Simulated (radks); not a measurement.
All-electron atom: F3+ in [He] 2s1.5 2p2 3s0.5 (fractional occupations, a model configuration).

Calculated with a radial shooting solver on a logarithmic mesh with Libxc functionals: Dirac Kohn-Sham, XLYP, spin-unpolarised, spherical densities, finite nucleus; open shells fill j = l - 1/2 first; Fermi nuclear charge, rms radius 2.8976 fm.

Energy parts (hartree):
| part | energy |
|---|---|
| total | -94.33119 |
| kinetic | 94.37434 |
| electron-nucleus | -210.04870 |
| Hartree | 29.59788 |
| exchange-correlation | -8.25471 |

Orbitals (lengths in bohr, moments of r in powers of bohr):
orbital,occ.,eigenvalue (hartree),<r^2>,<r^4>
1s1/2,2,-27.64041,0.04173,0.004535
2s1/2,1.5,-3.56755,0.8812,1.374
2p1/2,2,-2.91073,0.8021,1.327
2p3/2,0,-2.90678,0.8042,1.333
3s1/2,0.5,-1.07026,6.732,67.96
3p1/2,0,-0.91188,7.526,87.40
3p3/2,0,-0.91121,7.537,87.64

The highest occupied level is 3s1/2 at -29.123 eV. The configuration is held as typed, so some empty levels lie below it. Summed over all electrons, <r^2> = 6.375 bohr^2, which gives a Langevin (diamagnetic) susceptibility term of -5.05 x 10^-6 cm^3/mol. The density falls to 0.001 e/bohr^3 at r = 3.22 bohr. The electron density at the nucleus is 469.2 e/bohr^3.
